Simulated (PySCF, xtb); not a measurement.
Pair of molecules: CH4O (SMILES CO) (first 6 atoms) with H2 (SMILES [H][H]); geometry from B3LYP-D3(BJ)/def2-TZVP, rigid monomers moved along the line of their centres of mass till O2···H7 is 2.92 Å.
(charge 0, multiplicity 1):
```xyz
8

C      0.6856     0.3495    -0.3547
O     -0.6614     0.2028     0.0765
H      1.3729    -0.2815     0.2193
H      0.9563     1.3913    -0.1904
H      0.8022     0.1252    -1.4204
H     -0.9365    -0.7074    -0.0722
H     -0.2244    -0.2789     2.9198
H      0.0451    -0.5183     3.5730
```

Counterpoise-corrected where a basis set is named; no monomer relaxation. Rows marked so take none.

Rows in 3-21G, 6-31G* carry no dispersion term and start afresh at each structure (6-31G* with six Cartesian d functions). MP2/6-31G* freezes PySCF's default core.

The values were computed with PySCF for 3-21G rows, 6-31G* rows; xtb for the GFN methods. 

Q: One of these levels gives -0.22 kcal/mol for the interaction energy. Which one is it?
A) GFN-FF
B) B3LYP/3-21G (no counterpoise)
C) HF/6-31G* (no counterpoise)
D) MP2/6-31G* (no counterpoise)

A: A, GFN-FF. The others give -0.58 (HF/6-31G* (no counterpoise)), -1.68 (B3LYP/3-21G (no counterpoise)), -1.03 (MP2/6-31G* (no counterpoise))
